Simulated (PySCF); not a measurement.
Ionisation energy of Ta⁺ by level of theory

Ta⁺ [Xe] 4f14 5d3 6s1 (5F) → Ta²⁺ [Xe] 4f14 5d3 (4F), as a difference of total energies. Calculation: PySCF 2.14, in aug-cc-pVDZ-PP with ECP60MDF (5s5p4d2f, 54 functions); scalar relativity through the core potential. Correlated levels: valence: 5s2 5p6 frozen. The calculations carry no spin-orbit coupling.

```tsv
method	ionisation energy (eV)
UHF	14.176
PBE0	15.191
M06-L	14.416
MP2 (valence)	14.490
SCS-MP2 (valence)	14.281
```

Task: How much does correlation contribute at MP2 (valence)?

Result: 14.490 − (14.176) = 0.314 eV, measured against UHF.

The reference lies between the lowest fine-structure levels, while these numbers refer to the centres of the terms.

Errors of the correlated levels include the incompleteness of this basis and the frozen core.

For comparison: 16.2 ± 0.5 eV (semi-empirical (NIST evaluation); NIST Atomic Spectra Database, ionization energies).
